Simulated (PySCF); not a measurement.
CH6AlBO4, SMILES [OH][Al]([OH])[CH2]B(O)O.

The structure is a stationary point at PBE0-D3(BJ)/def2-SVP. The structure was generated by enumeration; whether it is a known compound was not checked. The values are those of a single conformer.

Two levels are set side by side: PBE/def2-TZVP (PySCF) and M06-2X/def2-TZVP (PySCF). Same geometry, gas phase. Differences are taken from unrounded values.

| quantity | M06-2X | PBE | PBE minus M06-2X |
|---|---|---|---|
| orbital gap (eV) | 9.73 | 5.71 | -4.02 |
| highest occupied level (eV) | -9.58 | -6.91 | 2.67 |
| lowest empty level (eV) | 0.14 | -1.20 | -1.34 |
| dipole moment (D) | 2.05 | 1.94 | -0.11 |
| mean polarisability (bohr³) | 59.7 | 65.3 | 5.6 |

PBE's occupied levels lie high since its potential decays too fast outside the molecule; exact exchange lowers them and widens the gap. PBE's more diffuse valence density responds more strongly to a field. Differences between two approximate levels are no errors against the true value.

Rough cost on one machine, each run with all the roots and properties that it gave: M06-2X against PBE about 3 times.
